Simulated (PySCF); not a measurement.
CH7Cl2NSi2. Atoms are numbered in the order given.

```xyz
13

C     -2.0213    -0.0641    -1.4898
N     -1.8108    -0.6003    -0.1540
Si    -0.5394    -0.1625     0.9255
Cl    -0.7237     1.7221     1.8844
Si     1.4739     0.1345    -0.2431
Cl     1.7222    -1.4040    -1.6447
H     -2.5075    -0.8170    -2.1450
H     -1.0443     0.1757    -1.9579
H     -2.6405     0.8620    -1.5117
H     -2.6439    -1.0272     0.2609
H     -0.5242    -1.1873     2.0193
H      2.6408     0.1218     0.7040
H      1.4657     1.4443    -0.9806
```

Coordinates come from a PBE-D3(BJ)/def2-SVP optimisation. The structure was generated by enumeration; whether it is a known compound was not checked. One conformer was computed; it need not be the lowest.

Level of theory: M06-2X/def2-TZVP run with PySCF.

Isolated molecule, no solvent.

**Question.** Estimate the frontier levels, gap, dipole moment and polarisability. (Estimate from the structure and the level; the computed values follow.)

**Answer.** 
```
Quantity                                                                                                        Result
---------------------------------------------------------------------------------------------  -----------------------
highest occupied level                                                                                        -8.75 eV
lowest empty level                                                                                             0.18 eV
orbital gap                                                                                                    8.93 eV
dipole moment                                                                                                   1.65 D
quadrupole, principal values (traceless, Buckingham form, about the centre of nuclear charge)  -14.01, 3.28, 10.73 D·Å
mean static polarisability                                                                       96.2 bohr³ (14.25 Å³)
polarisability, principal values                                                               82.2, 95.6, 110.8 bohr³
```
